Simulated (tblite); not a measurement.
Isomers of C8H13N. Computed with GFN2-xTB (tblite): harmonic, unscaled wavenumbers at the GFN2-xTB geometry, gas phase. The method is semi-empirical: single wavenumbers can be off by several per cent or more. One conformer each.

Electronic energies: GFN2-xTB at the same geometries; isomer energies are rough at this level and their order can be wrong.

```json
{"SMILES": "C=NC1=CCCCCC1", "electronic energy, lowest = 0 (kcal/mol)": "11.6"}
{"SMILES": "C1=C[C@@H](C2CCC2)NC1", "electronic energy, lowest = 0 (kcal/mol)": "14.8"}
{"SMILES": "C=C[C@@]12CC[C@@H]1CNC2", "electronic energy, lowest = 0 (kcal/mol)": "13.2"}
{"SMILES": "C[C@@H]1CCC[C@@H]1CC#N", "electronic energy, lowest = 0 (kcal/mol)": "0.0"}
```

How do GFN2-xTB zero-point energies change the relative energies?

```
                 SMILES  ZPE (kcal/mol)  of it from modes above 1550 cm⁻¹  electronic (kcal/mol)  with ZPE, lowest = 0 (kcal/mol)  lowest mode (cm⁻¹)  rings
 C[C@@H]1CCC[C@@H]1CC#N           121.6                              59.1                    0.0                              0.0                  62      1
          C=NC1=CCCCCC1           120.7                              60.2                   11.6                             10.8                  85      1
C=C[C@@]12CC[C@@H]1CNC2           121.1                              58.6                   13.2                             12.7                  65      2
  C1=C[C@@H](C2CCC2)NC1           121.3                              58.6                   14.8                             14.5                 20i      2
```

The zero-point energies span 0.9 kcal/mol, from `C=NC1=CCCCCC1` to `C[C@@H]1CCC[C@@H]1CC#N`. Slightly imaginary modes are left out of the zero-point energy: `C1=C[C@@H](C2CCC2)NC1` 20.0i cm⁻¹. The order is unchanged.

What do entropy and thermal enthalpy add at 298.15 K and 1 bar (rigid rotor, harmonic oscillator, one conformer each)?

```csv
SMILES,point group,symmetry number,S (cal/(mol K)),H − H(0) (kcal/mol),ZPE + H − H(0) − TS (kcal/mol)
C[C@@H]1CCC[C@@H]1CC#N,C1,1,94.9,6.46,99.7
C=NC1=CCCCCC1,C1,1,90.6,6.12,99.9
C=C[C@@]12CC[C@@H]1CNC2,C1,1,90.2,5.91,100.1
```

Not tabulated: `C1=C[C@@H](C2CCC2)NC1` (lowest mode only 20i cm⁻¹).
